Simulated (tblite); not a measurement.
Species: C₆H₁₄FPSi.
Numbering: `[CH3:1][CH2:2][C@@H:3]1[CH2:4][CH2:5][CH2:6][Si@:7]1([F:8])[PH2:9]` (hydrogens: H10, H11, H12 on C1; H13, H14 on C2; H15 on C3; H16, H17 on C4; H18, H19 on C5; H20, H21 on C6; H22, H23 on P9)

Computed geometry: GFN2-xTB, gas phase.

Q: List the bond lengths, angles and torsions at this level.

A: 
| bond | length (Å) |
| --- | --- |
| C1–C2 | 1.522 |
| C2–C3 | 1.525 |
| C3–C4 | 1.533 |
| C4–C5 | 1.527 |
| C5–C6 | 1.531 |
| C6–Si7 | 1.910 |
| Si7–F8 | 1.633 |
| Si7–P9 | 2.245 |
| C3–Si7 | 1.910 |
| C1–H10, C1–H11, C1–H12 | 1.088 |
| C2–H13 | 1.095 |
| C2–H14 | 1.094 |
| C3–H15 | 1.094 |
| C4–H16 | 1.093 |
| C4–H17 | 1.092 |
| C5–H18 | 1.092 |
| C5–H19 | 1.091 |
| C6–H20 | 1.090 |
| C6–H21 | 1.088 |
| P9–H22, P9–H23 | 1.385 |

Bonds in one row agree within 0.01 Å and their mean is given. A selection of angles:
| angle | degrees |
| --- | --- |
| C2–C1–H10 | 110.7 |
| C2–C1–H11 | 110.3 |
| H10–C1–H11 | 108.4 |
| H10–C1–H12 | 108.5 |
| C1–C2–C3 | 111.6 |
| C1–C2–H13 | 109.2 |
| C1–C2–H14 | 109.5 |
| C3–C2–H13 | 109.2 |
| C3–C2–H14 | 109.6 |
| H13–C2–H14 | 107.6 |
| C2–C3–C4 | 112.6 |
| C2–C3–Si7 | 115.3 |
| C2–C3–H15 | 108.3 |
| C4–C3–Si7 | 102.8 |
| C4–C3–H15 | 108.3 |
| Si7–C3–H15 | 109.2 |
| C3–C4–C5 | 108.5 |
| C3–C4–H16 | 109.1 |
| C3–C4–H17 | 111.3 |
| C5–C4–H16 | 109.2 |
| C5–C4–H17 | 110.9 |
| H16–C4–H17 | 107.9 |
| C4–C5–C6 | 108.5 |
| C4–C5–H18 | 108.8 |
| C4–C5–H19 | 111.1 |
| C6–C5–H18 | 109.1 |
| C6–C5–H19 | 111.3 |
| H18–C5–H19 | 108.0 |
| C5–C6–Si7 | 103.5 |
| C5–C6–H20 | 109.7 |
| C5–C6–H21 | 111.2 |
| Si7–C6–H20 | 111.4 |
| Si7–C6–H21 | 113.8 |
| H20–C6–H21 | 107.3 |
| C6–Si7–F8 | 108.9 |
| C6–Si7–P9 | 121.0 |
| F8–Si7–P9 | 107.1 |
| C3–Si7–C6 | 94.7 |
| C3–Si7–F8 | 110.4 |
| C3–Si7–P9 | 114.2 |
| Si7–P9–H22 | 95.0 |
| Si7–P9–H23 | 93.5 |
| H22–P9–H23 | 92.2 |

Torsions: C1–C2–C3–C4 -171° (antiperiplanar); C2–C3–C4–C5 -164° (antiperiplanar); C3–C4–C5–C6 52° (synclinal); C4–C5–C6–Si7 -37° (synclinal); C5–C6–Si7–F8 -102° (anticlinal); C2–C3–Si7–C6 138° (anticlinal).

Of the pairs four or more bonds apart, Si7···H11 is among the closest relative to their van der Waals radii: 3.01 Å, 91 % of the sum of Bondi's values. Si7 (fluorine-bound silicon) has angles from 94.7° to 121.0°. The 5-membered ring C3–C4–C5–C6–Si7 has internal angles of 94.7° to 108.5° (sum 518°, against 540° for a flat polygon); it is puckered, 0.20 Å rms from its mean plane, widest ring torsion 52°. P9 (three-coordinate phosphorus) is pyramidal (angles 95.0°, 93.5° and 92.2°, sum 280.8°, 0.85 Å off the plane of its three neighbours).

Point group: C1 (no symmetry element, even within 0.4 Å). GFN2-xTB frequencies show an imaginary mode (42i cm⁻¹), so the point is no minimum at that level. Torsions: C1–C2–C3–C4 -171°, C6–Si7–P9–H -12° and 80°, C2–C3–C4–C5 -164°, C3–C4–C5–C6 52°, C4–C5–C6–Si7 -37°, C5–C6–Si7–F8 -102°. 3 starts were optimised and ended at 0.00, 1.00 and 1.77 kcal/mol (GFN2-xTB); the lowest of these is shown.
